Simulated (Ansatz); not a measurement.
This geometry of BF2H + H2S (7 atoms, charge 0, multiplicity 1) is a first-order saddle point.

Theory: Ansatz 0.2.0, RKS B3LYP/6-31G*.

```xyz
7
Properties=species:S:1:pos:R:3
B 0.074 -0.281 -0.044
F -0.156 -0.001 1.539
H 1.089 0.248 -0.367
F -1.078 -0.027 -0.673
S 0.352 -2.243 0.367
H -0.936 -2.605 0.176
H 0.016 -1.120 1.604
```

(1) Which two structures does it join? (They come from a converged band through this point; their orientation in space is the band's.)

(2) How far does it lie above each of them?

## Answers

(1) Bonds broken: B1–F2, S5–H7. Bonds formed: B1–S5, F2–H7. BF2H + H2S becomes BFH2S + FH.

Initial state:

```xyz
7
Properties=species:S:1:pos:R:3
B 0.057 0.488 -0.110
F -0.050 0.821 1.166
H 1.113 0.494 -0.655
F -1.054 0.237 -0.784
S 0.324 -2.654 0.731
H -0.897 -3.001 0.275
H -0.133 -2.413 1.978
```

Final state:

```xyz
7
Properties=species:S:1:pos:R:3
B 0.115 -0.502 -0.405
F -0.200 0.068 2.115
H 1.075 0.196 -0.454
F -1.073 -0.062 -0.782
S 0.344 -2.262 0.052
H -0.952 -2.629 -0.066
H 0.051 -0.839 2.142
```

(2) 1.55 eV above the first and 0.38 eV above the second. This is the barrier of this one path; another mechanism may lie lower. The orbitals stay closed-shell, which can raise the energy where a bond breaks towards radicals; this wasn't checked here.

Time of the run: 4.5 min on 1 thread of Arm Neoverse V2, on a shared host, peak memory 0.13 GiB.
